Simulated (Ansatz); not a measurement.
The first iterations of a band of CH3ClMgO + H2 (9 atoms, charge 0, multiplicity 1).

Method: RHF/def2-SVPD (Ansatz 0.2.0).

* movable images: 5
* climbing image: yes
* spring: 2.0 to 10.0 eV/Å², energy-weighted
* optimiser: quadratic models (default)
* start path: through a guess of the saddle point
* force threshold: 0.05 eV/Å
* iteration limit: 60
* end points: relaxed

Initial state:

```xyz
9
Properties=species:S:1:pos:R:3
Mg -1.016 0.306 1.077
O -0.157 0.206 -0.458
C 0.393 0.203 -1.712
Cl -2.338 0.610 2.842
H 0.905 -0.979 1.918
H 0.545 -0.948 2.577
H 0.880 -0.753 -1.934
H 1.150 0.987 -1.822
H -0.362 0.370 -2.488
```

Final state:

```xyz
9
Properties=species:S:1:pos:R:3
Mg -0.630 -0.123 1.761
O 0.534 -0.266 0.071
C 0.287 0.152 -1.268
Cl -2.499 0.937 1.012
H 1.394 -0.640 0.176
H 0.271 -0.835 3.035
H 0.373 -0.697 -1.942
H 0.993 0.929 -1.551
H -0.723 0.543 -1.294
```

| iteration | highest image above the first end (eV) | largest band force component (eV/Å) |
| --- | --- | --- |
| 1 | 2.209 | 5.085 |
| 2 | 1.465 | 2.259 |
| 3 | 0.849 | 1.998 |

Does the band converge within its limit, and where does its top end?

The forces met the threshold. It ended after 10 iterations with the highest image 0.976 eV above the first end. Another band between the same ends (5 images) ends at a top of the same energy, where a vibrational analysis finds 1 clearly imaginary mode. The orbitals stay closed-shell, which can raise the energy where a bond breaks towards radicals; this wasn't checked here.

The run took 98 s on 2 threads of Arm Neoverse V2, with other jobs on the host, peak memory 0.28 GiB.
